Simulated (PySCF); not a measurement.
## Ca: excitation energy

Ca [Ar] 4s2 (1S) → Ca [Ar] 3d1 4s1 (3D), as a difference of total energies. Computed with PySCF 2.14 in x2c-TZVPPall (6s5p3d, 36 functions), with scalar relativity by spin-free X2C-1e. Correlated levels: valence: [Ar] frozen. The calculations carry no spin-orbit coupling.

```csv
method,excitation energy (eV)
UHF,2.501
MP2 (valence),2.966
SCS-MP2 (valence),3.091
CCSD (valence),3.204
```

**Question.** How much does correlation contribute at MP2 (valence)?

**Answer.** 2.966 − (2.501) = 0.465 eV, measured against UHF.

Errors of the correlated levels include the incompleteness of this basis and the frozen core.

With two correlated electrons CCSD is exact in that space.

For comparison: 2.524 eV (measured; NIST levels, between the centres of gravity of the two terms).
